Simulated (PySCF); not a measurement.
C₄H₇ClSi, SMILES CC([SiH3])=C=CCl.

Geometry optimised at B3LYP-D3(BJ)/def2-SVP. This is a generated structure with no PubChem entry under its InChIKey; it may be hypothetical.

Two levels are set side by side: TDA-PBE/def2-SVPD (PySCF) and TDA-M06-2X/def2-SVPD (PySCF). Vertical, same geometry. The lowest singlet is HOMO→LUMO 99 % with PBE and HOMO→LUMO 95 % with the other functional; states are paired by order. Differences are taken from unrounded values.

| quantity | TDA-M06-2X |
|---|---|
| lowest singlet excitation (eV) | 4.57 |
| lowest triplet excitation (TDA) (eV) | 4.27 |
| first bright state (f over 0.05) (eV) | 7.16 |
| its oscillator strength | 0.18 |

Q: What does TDA-PBE give, and how far is it from TDA-M06-2X? (The exact figures need the calculation; the answer reports its results.)

A: 
| quantity | TDA-PBE | TDA-PBE minus TDA-M06-2X |
|---|---|---|
| lowest singlet excitation (eV) | 4.22 | -0.36 |
| lowest triplet excitation (TDA) (eV) | 3.79 | -0.48 |
| first bright state (f over 0.05) (eV) | 6.25 | -0.92 |
| its oscillator strength | 0.09 | -0.10 |

A lower first singlet is the usual sign of a functional without exact exchange. Differences between two approximate levels are no errors against the true value.

Rough cost on one machine, each run with all the roots and properties that it gave: TDA-M06-2X against TDA-PBE about 10 times.
